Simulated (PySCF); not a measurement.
Computed with B3LYP-D3(BJ)/def2-TZVP in PySCF 2.14.0. All species are isolated molecules in the gas phase. B3LYP has the VWN-RPA correlation part, as in Gaussian. Excitations are Tamm–Dancoff values on a coarser integration grid. The basis has no diffuse functions, so Rydberg states are missing or too high.

Reference species (SMILES): `C([SeH])#N` (neutral, multiplicity 1).

| Property | Value |
|---|---|
| HOMO | -7.72 eV |
| LUMO | -1.49 eV |
| HOMO–LUMO gap | 6.23 eV |
| S1 excitation (TDA) | 4.89 eV |

Changed species: `[C-]#[N+]C#N` (X = isocyano; the reference has X = selanyl).

What does the change do to the HOMO, LUMO, HOMO–LUMO gap and S1 excitation (TDA)?

the HOMO drops by 2.40 eV, to -10.12 eV; the LUMO drops by 0.99 eV, to -2.48 eV; the HOMO–LUMO gap increases by 1.41 eV, to 7.64 eV; the S1 excitation (TDA) rises by 1.06 eV, to 5.95 eV.
